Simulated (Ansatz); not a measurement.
| atom | x (Å) | y (Å) | z (Å) |
| --- | --- | --- | --- |
| Sc | 0.0000 | 0.0000 | -0.4158 |
| O | 0.0000 | 0.0000 | 1.0915 |

Basis set: 6-31G* (spherical functions). Correlated methods keep 6 orbitals frozen. Charge 0, multiplicity 2.

Computed with Ansatz (development build ahead of 0.2.0); each method stands on the lowest determinant of its kind that the runs found.

The atomization energy at this shape (free ground-state atoms in the same class of orbitals less the molecule, no zero-point energy) of doublet ScO:

| method | atomization energy |
| --- | --- |
| UHF-MP2 | 631.1 kJ/mol |

Problem. What does UHF give?

Solution. 241.4 kJ/mol. Caution: the shape is not the minimum.
